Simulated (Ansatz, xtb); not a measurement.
# Two isomers of C5H10Ge

We compare X, `C=C[C]1([GeH3])CC1`, a singlet, with Y, `C=C[C@@H]1C[C@@H]1[GeH3]`, a singlet. Both are isolated molecules in the gas phase, relaxed with B3LYP/def2-SVP, each in the lowest conformer that the search found.

X (Å):

| atom | x (Å) | y (Å) | z (Å) |
| --- | --- | --- | --- |
| C | 0.1594 | -1.1403 | 3.4171 |
| C | -0.5135 | -0.6990 | 2.3475 |
| C | -0.1389 | 0.4573 | 1.4816 |
| C | 0.5225 | 0.1754 | 0.1403 |
| C | 1.3172 | 0.8006 | 1.2552 |
| Ge | -1.4330 | 1.9446 | 1.5503 |
| H | -0.1979 | -1.9950 | 3.9979 |
| H | 1.0856 | -0.6642 | 3.7534 |
| H | -1.4452 | -1.2093 | 2.0669 |
| H | -1.4492 | 2.5866 | 2.9542 |
| H | -2.8524 | 1.4319 | 1.2185 |
| H | -1.0195 | 3.0068 | 0.5056 |
| H | 0.7266 | -0.8729 | -0.0998 |
| H | 0.2556 | 0.7891 | -0.7261 |
| H | 2.0685 | 0.1806 | 1.7528 |
| H | 1.6054 | 1.8524 | 1.1626 |

Y (Å):

```yaml
atoms:
  - { symbol: C, position_ang: [-1.5958, 0.5269, 0.8643] }
  - { symbol: C, position_ang: [-0.3805, 0.3551, 0.3314] }
  - { symbol: C, position_ang: [0.4910, -0.8200, 0.5645] }
  - { symbol: C, position_ang: [1.9972, -0.6750, 0.5751] }
  - { symbol: C, position_ang: [1.3401, -1.4367, -0.5481] }
  - { symbol: Ge, position_ang: [1.3593, -0.8174, -2.4071] }
  - { symbol: H, position_ang: [-2.1885, 1.4215, 0.6564] }
  - { symbol: H, position_ang: [-2.0411, -0.2208, 1.5290] }
  - { symbol: H, position_ang: [0.0252, 1.1350, -0.3251] }
  - { symbol: H, position_ang: [0.0761, -1.5430, 1.2758] }
  - { symbol: H, position_ang: [2.4071, 0.3184, 0.3628] }
  - { symbol: H, position_ang: [2.5634, -1.2334, 1.3269] }
  - { symbol: H, position_ang: [1.4255, -2.5276, -0.4809] }
  - { symbol: H, position_ang: [0.0530, -1.2032, -3.1341] }
  - { symbol: H, position_ang: [2.5475, -1.4786, -3.1404] }
  - { symbol: H, position_ang: [1.5370, 0.7154, -2.4691] }
```

Quicker runs give these differences E(Y) − E(X): GFN2-xTB −2.76 kcal/mol; HF/STO-3G −3.08 kcal/mol (at GFN2-xTB geometries); r2SCAN-D4/def2-SVP −2.07 kcal/mol (at GFN2-xTB geometries).

Question: Estimate E(Y) − E(X) at the level CCSD(T)/def2-SVP + ΔMP2/def2-TZVPP.

Answer: CCSD(T)/def2-SVP + ΔMP2/def2-TZVPP gives E(Y) − E(X) = +0.10 kcal/mol, slightly favouring structure X, which is too small a margin to settle the true order.

How the difference moves with the method:

```csv
level,geometry,E(Y) − E(X) (kcal/mol),departure from the last row (kcal/mol),"job, with rough time for the two"
GFN2-xTB,GFN2-xTB,−2.76,−2.85,"optimisation, 0.76 s"
HF/STO-3G,GFN2-xTB,−3.08,−3.18,"single point, 3.1 s"
r2SCAN-D4/def2-SVP,GFN2-xTB,−2.07,−2.17,"single point, 16 s"
B3LYP/def2-SVP,B3LYP/def2-SVP,−1.39,−1.49,"optimisation, 5.2 min"
HF/def2-SVP,B3LYP/def2-SVP,−1.29,−1.39,part of the CCSD(T) run
MP2/def2-SVP,B3LYP/def2-SVP,+0.60,+0.50,part of the CCSD(T) run
CCSD(T)/def2-SVP,B3LYP/def2-SVP,+0.21,+0.11,single point
CCSD(T)/def2-SVP + ΔMP2/def2-TZVPP,B3LYP/def2-SVP,+0.10,,"single point, 5 min"
```

As drawn, both hold the same kinds of bond in the same numbers.

The largest departure from CCSD(T)/def2-SVP + ΔMP2/def2-TZVPP is that of HF/STO-3G, 3.18 kcal/mol. The last row adds to CCSD(T) the change of the MP2 difference between the two basis sets, here −0.11 kcal/mol.

With thermal terms from frequencies at re-optimised GFN2-xTB minima (ideal gas, soft modes damped towards free rotors, one conformer each, 298.15 K, 1 atm): the zero-point term adds +0.38 kcal/mol; ΔH is +0.26 and ΔG +0.69 kcal/mol.

The correlated steps freeze 14 core orbitals; the filled d shell of Ge is correlated, in a basis made for valence electrons. Mirror images aren't counted in ΔG. Programs: Ansatz 0.2.0, xtb 6.7.1; the last row on 2 threads of Intel(R) Xeon(R) Processor @ 2.50GHz (Skylake/Cascade Lake) on a shared host.
